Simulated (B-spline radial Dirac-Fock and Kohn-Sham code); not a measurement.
**X-ray scattering factor of Pt⁵⁺**

System: Pt⁵⁺ in the configuration [Xe] 4f14 5d5, inside a Watson sphere of charge -5 and radius 1.6 Å (a model of the Madelung potential; inside it an electron's potential energy is raised by 45.0 eV).

The run's input, task.json:

```json
{"items": [{
  "Z": 78,
  "q": 5,
  "cfg": [[1, 0, 2], [2, 0, 2], [2, 1, 6], [3, 0, 2], [3, 1, 6], [3, 2, 10], [4, 0, 2], [4, 1, 6], [4, 2, 10], [4, 3, 14], [5, 0, 2], [5, 1, 6], [5, 2, 5]],
  "A": 195,
  "rrms": 5.427,
  "watson": [-5, 1.6],
  "do": ["scatter"],
  "s": [0.0, 0.05, 0.1, 0.15, 0.2, 0.25, 0.3, 0.35, 0.4, 0.45, 0.5, 0.6, 0.7, 0.8, 0.9, 1.0, 1.1, 1.2, 1.4, 1.6, 1.8, 2.0, 2.5, 3.0, 3.5, 4.0, 5.0, 6.0],
  "pz": [0, 0.1, 0.13, 0.18, 0.23, 0.31, 0.41, 0.55, 0.72, 0.96, 1.3, 1.7, 2.2, 3.0, 4.0, 5.3, 7.0, 9.3, 12.0, 16.0, 22.0],
  "hv_scatter": [1000, 5000, 17479.3, 20000, 30000, 50000, 100000, 1000000]
}]}
```

Run with: `python xray_run.py task.json out`

Calculated with a B-spline atomic structure program, using relativistic Hartree-Fock (Dirac-Fock) wave functions, averaged over the configuration. f₀ is the Fourier transform of the spherical electron density, S the Waller-Hartree incoherent function, and s = sin θ/λ. The electron scattering factor follows from the Mott-Bethe formula f_e = 0.023934 Å⁻¹·(Z − f₀)/s².

```csv
s (Å⁻¹),f₀,S,f_e (Å)
0,73.000,0.000,–
0.05,72.451,0.537,53.124
0.1,70.874,2.003,17.056
0.15,68.456,4.054,10.152
0.2,65.453,6.341,7.507
0.25,62.128,8.644,6.078
0.3,58.706,10.875,5.131
0.35,55.352,13.028,4.425
0.4,52.169,15.113,3.864
0.45,49.206,17.133,3.403
0.5,46.475,19.077,3.018
0.6,41.653,22.675,2.416
0.7,37.527,25.825,1.977
0.8,33.922,28.565,1.648
0.9,30.731,31.004,1.397
1,27.904,33.235,1.199
1.1,25.422,35.315,1.040
1.2,23.275,37.272,0.910
1.4,19.905,40.877,0.709
1.6,17.548,44.133,0.565
1.8,15.876,47.056,0.459
2,14.593,49.625,0.379
2.5,11.963,54.549,0.253
3,9.595,57.906,0.182
3.5,7.673,60.373,0.137
4,6.336,62.305,0.107
5,4.933,65.150,0.070
6,4.177,67.109,0.049
```

f₀ starts at the number of electrons, 73, and has fallen to half at s ≈ 0.73 Å⁻¹. The sum of ⟨r²⟩ over the electrons is 30.13 bohr². For an ion f_e diverges as s goes to zero, because of the net charge.
